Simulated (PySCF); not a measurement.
**Unknowns**

- geometry from GFN2-xTB
- PBE0/pcSseg-1 with gauge-including orbitals
- program: PySCF 2.14.0 with density-fitted response routines
- no relativistic terms, one conformer, isolated molecule, equivalent nuclei averaged

References, each an isolated molecule treated in the same way: ¹H (σref 31.72), ¹³C (σref 186.93) against TMS. Splittings of carbon signals by F and P are missing where no couplings were computed. Where no couplings were computed, multiplicities follow the n + 1 count of equivalent neighbours, and m marks all less simple cases (inequivalent or close neighbours, rings, F or P nearby). Shifts are as computed. Against solution values, carbons near 30 ppm lie about +3 ppm off and those near 130 ppm about +5 ppm. Of 1211 compounds with measured shifts, 218 miss one by over three times the rms of a fit or turn the order of signals round; such compounds aren't used in these exercises.

(1) C$_{5}$H$_{10}$O$_{2}$Si$_{2}$. ¹H NMR (500 MHz, computed): δ 10.55 (s, 1H), 6.92 (m, 1H), 5.29 (m, 1H), 4.82 (m, 1H), 4.35 (s, 3H), 4.18 (s, 3H). ¹³C{¹H} NMR (computed): δ 196.3 (CH), 186.6 (C), 161.0 (CH), 130.1 (C), 101.5 (CH2). Identify the compound.

(2) C$_{8}$H$_{11}$OP. ¹H NMR (400 MHz, computed): δ 8.75 (m, 1H), 8.03 (m, 1H), 3.78 (s, 3H), 2.96 (m, 3H), 2.68 (s, 3H). ¹³C{¹H} NMR (computed): δ 172.9, 167.2, 161.3, 141.5, 140.9, 59.0, 21.9, 19.4. What is it?

(3) C$_{8}$H$_{11}$OP. ¹H NMR (500 MHz, computed): δ 6.55 (m, 1H), 6.42 (m, 1H), 6.31 (m, 1H), 6.03 (m, 1H), 5.59 (m, 1H), 3.76 (s, 3H), 2.04 (m, 3H). ¹³C{¹H} NMR (computed): δ 187.8 (C), 147.0 (CH), 143.4 (C), 141.6 (CH2), 139.3 (CH), 110.2 (CH), 58.3 (CH3), 18.5 (CH3). What is it?

## Answers

(1) `C=CO/C([SiH3])=C(/[SiH3])C=O`. The formula gives 3 degrees of unsaturation (no ring in the answer). 5 carbon signals for 5 carbons: no two carbons are equivalent. Carbon types of the structure: 2 × C, 2 × CH, 1 × CH2, leaving 6 H on heteroatoms. δC 196.3: aldehyde carbonyl carbon; low-lying n→π* states of the double bond to the heteroatom give a large paramagnetic term (-260 ppm). δC 186.6, 161.0: alkene carbon bearing oxygen; an sp2 carbon further deshielded by the attached heteroatom. δC 130.1, 101.5: β carbon of an enol-ether or enamine type C=C. δH 10.55: hydrogen on an aldehyde carbonyl carbon; the C=O anisotropy and electron withdrawal place aldehyde protons far downfield.

The data come from this structure; uniqueness wasn't tested.

(2) `O(C)C1=C(C)C=CP=C1C`. 8 carbon signals for 8 carbons: no two carbons are equivalent. Carbon types of the structure: 3 × C, 2 × CH, 3 × CH3, which accounts for all hydrogens. δC 172.9, 140.9: substituted aromatic carbon. δC 167.2: aromatic carbon bearing oxygen; an ipso carbon deshielded by its heteroatom. δC 161.3, 141.5: aromatic CH. δH 8.75, 8.03: hydrogen on an aromatic CH; aromatic region.

The shifts were computed for this structure.

(3) `CC1=CC=C(OC)P1C=C`. 8 carbon signals for 8 carbons: no two carbons are equivalent. Carbon types of the structure: 2 × C, 3 × CH, 1 × CH2, 2 × CH3, which accounts for all hydrogens. δC 187.8, 143.4: unsaturated ring carbon. δC 147.0: alkene CH; as expected for a trigonal carbon in a double bond. δC 141.6: terminal =CH2 carbon; as expected for a trigonal carbon in a double bond. δC 139.3, 110.2: unsaturated ring CH.

The shifts were computed for this structure.
